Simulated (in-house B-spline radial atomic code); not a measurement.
Configurations of Sc5+, with energies counted from [Ne] 3s2 3p4. Method: scalar-relativistic (X2C) r2SCAN0, spin-polarised, spherical fractional occupations, exact exchange averaged over the configuration, Fermi nucleus of rms radius 3.5459 fm. Calculated with a B-spline radial code for spherical atoms. Shells without spins written out take the highest spin.

| configuration | E - E(ref) (eV) | highest orbital | its <r> (bohr) |
| --- | --- | --- | --- |
| [Ne] 3s2 3p3 4s1 | 54.322 | 4s up | 2.242 |
| [Ne] 3s2 3p3 4f1 | 78.551 | 4f up | 2.775 |
| [Ne] 3s1 3p4 4p1 | 85.083 | 4p up | 2.418 |
| [Ne] 3s1 3p4 4f1 | 102.1 | 4f up | 2.769 |

Q: Order these further configurations by energy, lowest first.
A. [Ne] 3s1 3p5
B. [Ne] 3s2 3p3 3d1
C. [Ne] 3s1 3p4 4s1
D. [Ne] 3s1 3p4 4d1
E. [Ne] 3s2 3p3 4d1

A: A (24.059 eV), B (28.925 eV), E (71.976 eV), C (77.808 eV), D (95.492 eV).
